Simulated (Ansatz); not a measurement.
(BeSe)n off (charge +1): PBE0-D4/def2-TZVP single points in Ansatz on relaxed structures, gas phase. Each cluster is the lowest isomer that a short search found in that spin, judged at the geometry's level, and lower ones may exist. HOMO and LUMO are taken over both spins. The structures are stationary points that may keep the symmetry of their start.

```tsv
species	atoms	state	geometry	HOMO (eV)	LUMO (eV)	gap (eV)	lowest of the spins relaxed	point group (within 0.1 Å)
Be3Se2⁺	5	doublet	PBE-D4/def2-SVP	-10.08	-7.71	2.37	doublet, of doublet/quartet	D3h
Be4Se3⁺	7	doublet	B3LYP-D4/def2-SVP	-10.35	-7.77	2.58	–	C3v
Be5Se4⁺	9	doublet	r2SCAN-D4/def2-SVP	-9.80	-7.40	2.39	–	Cs
```

(1) Estimate the rows for Be2Se2⁺ (doublet, PBE0-D4/def2-TZVP geometry).

(1) 
| species | atoms | state | geometry | HOMO (eV) | LUMO (eV) | gap (eV) | lowest of the spins relaxed | point group (within 0.1 Å) |
| --- | --- | --- | --- | --- | --- | --- | --- | --- |
| Be2Se2⁺ | 4 | doublet | PBE0-D4/def2-TZVP | -13.08 | -10.36 | 2.72 | doublet, of doublet/quartet | D2h |

The gap (eV) runs from 2.37 (Be3Se2⁺) to 2.72 (Be2Se2⁺). It alternates from one size to the next.
